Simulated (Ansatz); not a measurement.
`BC1=CC1` + `CCNC` → `BN(C)CC` + `C1=CC1` at 400 K and 1 bar (ligand exchange at a B–C bond).

Computed with Ansatz on PBE0-D4/def2-TZVP structures; ΔE is electronic, products minus reactants. CCSD(T)/CBS adds triple-zeta CCSD(T) − MP2 to the extrapolated MP2 energy (def2 sets, frozen cores). This one scheme is used for every species. Each species was taken in one conformer, which may not be the lowest.

```tsv
species	CCSD(T)/CBS energy (Eh)	H − E (kJ/mol)	S (J/(mol·K))
`BC1=CC1`	-141.85370	201.9	298.0
`CCNC`	-174.26710	345.0	331.8
`BN(C)CC`	-199.69839	382.8	358.6
`C1=CC1`	-116.45901	164.9	259.5
```

H − E and S are ideal-gas, rigid-rotor, harmonic terms from PBE0-D4/def2-TZVP, for one conformer and one mirror image of each species. 1 Eh = 2625.50 kJ/mol, R = 8.31446 J/(mol·K).

By hand: ΔE, ΔH, ΔS and ΔG.

ΔE = (-199.69839) + (-116.45901) − (-141.85370) − (-174.26710) = -0.03660 Eh = -96.1 kJ/mol. Δ(H − E) = 382.8 + 164.9 − 201.9 − 345.0 = 0.8, so ΔH = -95.3 kJ/mol. ΔS = 358.6 + 259.5 − 298.0 − 331.8 = -11.7 J/(mol·K). ΔG = -95.3 − 400 × (-11.7)/1000 = -90.6 kJ/mol.

By hand: the equilibrium constant, and the temperature at which ΔG would vanish if ΔH and ΔS stayed fixed.

log₁₀ K = −ΔG/(RT ln 10) = 11.8. ΔG = 0 at ΔH/ΔS = 8145 K, far beyond where these terms or the molecules hold.

The number of gas molecules stays the same, so ΔS is small and ΔH decides. A doubt of 5 kJ/mol in ΔE shifts log₁₀ K by 0.7 here. Other conformers and mirror images would add mixing entropy, several J/(mol·K) or more a flexible species. These are equilibria of isolated gas molecules and say nothing of rates. Largest T1 diagnostic: 0.012 (customary marks: 0.02 for closed shells, 0.045 for open ones).
